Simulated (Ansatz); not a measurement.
Hg₂O. Charge 0, multiplicity 3. Geometry PBE0-D4/def2-TZVP, that of the charge +1 doublet; atoms count from 1.

```csv
atom,x (Å),y (Å),z (Å)
Hg1,-1.7751,0.5659,-0.1883
Hg2,1.8687,-0.0013,0.1196
O3,-0.0937,-0.5645,0.0687
```

In the def2 sets Hg takes a core potential; there is no spin–orbit coupling. The structure comes from a short search, and lower isomers may exist.

**Question.** Estimate the Mulliken populations from the PBE0/def2-TZVP orbitals of Ansatz.

**Answer.** 
```tsv
atom	charge (e)	spin (α − β)	d electrons
Hg1	0.33	0.57	9.92
Hg2	0.33	0.57	9.92
O3	-0.66	0.86	–
```
Mulliken values depend strongly on the basis.

**Question.** Where does the spin sit?

**Answer.** Summed by element: Hg 1.14, O 0.86, of 2 unpaired in all. Largest on single atoms: O3 0.86, Hg2 0.57, Hg1 0.57.

**Question.** And the Mayer bond orders between heavy atoms (over 0.3)?

**Answer.** Hg1–O3 0.72 (2.04 Å); Hg2–O3 0.72 (2.04 Å).
